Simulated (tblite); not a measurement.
Task: Write Cartesian coordinates for InChI=1S/C3H10OSSi2/c6-5-7-4-3-1-2-3/h3H,1-2,7H2,6H3 as optimised with GFN2-xTB.

Result: 
```xyz
17
C3H10OSSi2 angstrom
Si     3.8816    0.4477    0.4285
S      2.0585   -0.5342   -0.1145
Si     0.5875    1.0292    0.0196
O     -0.7972    0.4856   -0.5901
C     -1.4719   -0.7026   -0.3566
C     -2.6049   -0.7045    0.6214
C     -2.8764   -0.8096   -0.8535
H      3.8652    0.7092    1.8627
H      4.9019   -0.5119    0.0461
H      3.9661    1.7015   -0.3103
H      0.5007    1.3964    1.4297
H      0.8871    2.1148   -0.8920
H     -0.8234   -1.5700   -0.4050
H     -2.7467   -1.5744    1.2431
H     -2.8386    0.2323    1.1029
H     -3.2895    0.0557   -1.3469
H     -3.2069   -1.7531   -1.2581
```

Any rigid rotation of these coordinates is as good. Atoms count from 1 in this order. Si1 (SiH3 silicon) is distorted tetrahedral (angles from 103.2° to 113.2°). Of the pairs four or more bonds apart, S2···H13 is among the closest relative to their van der Waals radii: 3.08 Å, 103 % of the sum of Bondi's values. The 3-membered ring C5–C6–C7 has internal angles of 59.7° to 60.4°. O4 (silyl ether oxygen) is bent (angle 130.2°).

Bonds between heavy atoms (Å): Si1–S2 2.141, S2–Si3 2.151, Si3–O4 1.608, O4–C5 1.386, C5–C6 1.497, C6–C7 1.503, C5–C7 1.494.

Structure optimised with GFN2-xTB, isolated species.

Point group: C1 (no symmetry element, even within 0.4 Å). Its GFN2-xTB frequencies are all real (lowest 22 cm⁻¹). The numbers are those of one conformer (Si1–S2–Si3–O4 171°, S2–Si3–O4–C5 48°, Si3–O4–C5–C6 98°). 3 starts were optimised and ended at 0.00, 0.36 and 0.58 kcal/mol (GFN2-xTB); the lowest of these is shown.

The numbers are calculated, not measured.
